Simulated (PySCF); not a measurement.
CH₈BNO₂Si, SMILES C[SiH2]NB(O)O.

The structure is a stationary point at r2SCAN-D4/def2-SVP. This is a generated structure with no PubChem entry under its InChIKey; it may be hypothetical. Other conformers were not sampled.

Calculation: TDDFT-PBE/def2-SVPD run with PySCF.

Vertical excitations. Isolated molecule, no solvent.

**Question.** Estimate the UV-visible absorptions. (The exact figures need the calculation; the answer reports its results.)

**Answer.** 
```tsv
state	energy (eV)	λ (nm)	f	main pairs
S1	5.51	225	0.005	HOMO→LUMO 100 %
S2	6.29	197	0.034	HOMO→LUMO+1 98 %
S3	6.52	190	0.001	HOMO−1→LUMO 98 %
S4	6.60	188	0.026	HOMO→LUMO+2 96 %
S5	7.01	177	0.019	HOMO→LUMO+3 97 %
S6	7.06	176	0.005	HOMO→LUMO+4 98 %
S7	7.24	171	0.002	HOMO−2→LUMO 95 %
S8	7.27	171	0.000	HOMO−1→LUMO+1 52 %, HOMO→LUMO+5 40 %
S9	7.29	170	0.019	HOMO−1→LUMO+1 47 %, HOMO→LUMO+5 42 %
S10	7.39	168	0.038	HOMO−3→LUMO 83 %, HOMO→LUMO+6 13 %
T1	5.36	231	0	HOMO→LUMO 100 %
T2	6.15	202	0	HOMO→LUMO+1 99 %
T3	6.40	194	0	HOMO−1→LUMO 92 %
T4	6.46	192	0	HOMO→LUMO+2 92 %
```
Triplets are in the Tamm–Dancoff approximation, which puts them higher than full response would, so one can lie above its singlet here.
